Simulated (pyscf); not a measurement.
Single points on ωB97X-D3(BJ)/def2-SVP structures (PySCF, gas phase).

SMILES: [Cl][SnH]([Cl])[SeH]
```xyz
6

Cl     0.9239     1.4594    -1.1957
Sn     1.3024    -0.5367    -0.0582
Cl     2.0563     0.1232     2.0436
Se    -0.8396    -1.7661     0.1783
H      2.5120    -1.4261    -0.8453
H     -1.4539    -0.6092     0.8384
```

Problem. What is the homolytic dissociation enthalpy (298 K, ωB97M-D3(BJ)/def2-TZVP) of the Se–Sn bond of Cl–SnH(Cl)–SeH, to Cl–SnH•–Cl + SeH•?

Solution. Se–Sn to Cl–SnH•–Cl + SeH•: 2.64 eV. The 7 functionals that were run give +2.54 (M06-2X) to +3.07 eV (ωB97X-D3(BJ)). Left out: the spin-orbit lowering of SeH, which is large for Br, Se, Te and I. Elements up to Kr have no core potential and no relativistic terms here. Elements past Kr carry the def2 core potentials, without spin-orbit coupling.
